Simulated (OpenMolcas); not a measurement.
A calculation on W³⁺.

```
Program             : OpenMolcas 26.06
Method              : CASSCF
Basis               : ANO-RCC-VQZP [9s8p6d4f3g2h]
Scalar Hamiltonian  : DKH2, point nucleus
Active space        : 3 electrons in 5 orbitals (5d)
State averaging     : 2S+1 = 4 even, 10 roots; 2S+1 = 2 even, 40 roots
Spin-orbit coupling : RASSI with atomic mean-field integrals over the reference wave functions, term energies averaged over their components
```

(1) Which level of the active space comes out lowest?

(2) How high does 5d³ ⁴P_5/2 lie?

(3) How high does 5d³ ⁴F_7/2 lie?

(4) How high does 5d³ ⁴F_5/2 lie?

(5) The level at 2.7585 eV has J = 3/2. What is it made of, and what is its g factor?

Measured values: the list in J. Phys. B 45, 035001 (2012).

Results:

(1) 5d³ ⁴F_3/2, with 92 % of that term; it is also the measured ground level.

(2) 2.4184 eV above the lowest level; measured 2.1313 eV above the ground level, so the calculation is off by +13 %.

(3) 0.8397 eV above the lowest level; measured 0.8362 eV above the ground level, so the calculation is off by 0 %.

(4) 0.4208 eV above the lowest level; measured 0.4386 eV above the ground level, so the calculation is off by -4 %.

(5) 50 % 5d³ ²D_3/2(1), 35 % 5d³ ⁴P, 11 % 5d³ ²P; g = 1.169, against 0.800 from Landé's formula for the pure leading term.

Without dynamic correlation excited terms often stand tens of per cent too high (terms of higher spin than the ground term too low), and those without a measured partner can miss by more than the paired ones. Computed and measured levels are paired by configuration, term and J; levels that our copy of the source lacks, or whose pairing is in doubt (as where it misses far off the trend of its configuration), stay unpaired and out of the deviations. Only configurations of the active space appear.

A number in round brackets counts repeated terms of one configuration in the order of the reference energies.
